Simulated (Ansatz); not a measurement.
A nudged elastic band was laid between two geometries of ClGaH$_{3}$N (6 atoms, charge 0, multiplicity 1).

The calculation used Ansatz, RKS PBE/def2-SVP.

```
movable images  : 7
climbing image  : yes
spring          : 5.0 eV/Å²
optimiser       : quadratic models (default)
start path      : through a guess of the saddle point
force threshold : 0.03 eV/Å
iteration limit : 60
end points      : relaxed
```

Initial state:

```xyz
6
Properties=species:S:1:pos:R:3
Ga 0.653 0.043 0.026
N 0.950 -0.026 1.814
H 0.202 -0.120 2.503
H 1.875 0.004 2.243
H 1.748 0.182 -1.075
Cl -1.444 -0.083 -0.524
```

Final state:

```xyz
6
Properties=species:S:1:pos:R:3
Ga 0.261 -1.108 -0.651
N 1.292 0.137 1.148
H 0.422 0.593 1.467
H 1.681 -0.399 1.936
H 1.975 0.869 0.909
Cl -1.648 -0.092 0.180
```

Task: Which bonds break or form, and what moves?

Result: Bonds broken: Ga1–N2, Ga1–H5. Bonds formed: N2–H5. ClGaH3N becomes ClGa + H3N.

Task: What energy profile does the band end with?

Result: The forces met the threshold. The highest image is number 2 of 0 to 8, 48.8 kcal/mol above the first end and 56.2 kcal/mol above the last; the last end lies 7.4 kcal/mol below the first. The profile has 2 maxima (images 2, 6) with wells between them (image 4): this band takes more than one step, which may be the mechanism or a detour left from its start path. Neighbouring images differ by up to 2.3 eV, so the band resolves the path poorly. A vibrational analysis at the climbing image gives one clearly imaginary mode, 1164i cm⁻¹: a first-order saddle point. The orbitals stay closed-shell, which can raise the energy where a bond breaks towards radicals; this wasn't checked here.

```tsv
image	path coordinate (Å)	energy (kcal/mol)	Ga1–N2 (Å)	Ga1–H5 (Å)	N2–H5 (Å)
0	0.00	0.0	1.81	1.56	3.00
1	0.94	13.7	1.82	1.55	2.47
2	1.88	48.8	1.99	1.67	1.64
3	2.86	-3.6	2.37	2.56	1.03
4	3.84	-7.4	2.42	3.06	1.03
5	4.82	3.5	3.25	2.85	1.03
6	5.79	6.4	3.46	3.03	1.03
7	6.77	0.1	2.89	2.95	1.03
8	7.75	-7.4	2.42	3.05	1.03
```

Task: What is the geometry of the highest image?

Result: 
```xyz
6
Properties=species:S:1:pos:R:3
Ga 0.431 0.486 -0.297
N 1.016 -0.052 1.531
H 0.632 -0.633 2.300
H 1.796 0.511 1.904
H 1.813 -0.350 0.130
Cl -1.704 0.037 -0.580
```

Run time: 5.8 min on 1 thread of Arm Neoverse V1 (shared host), peak memory 0.15 GiB.
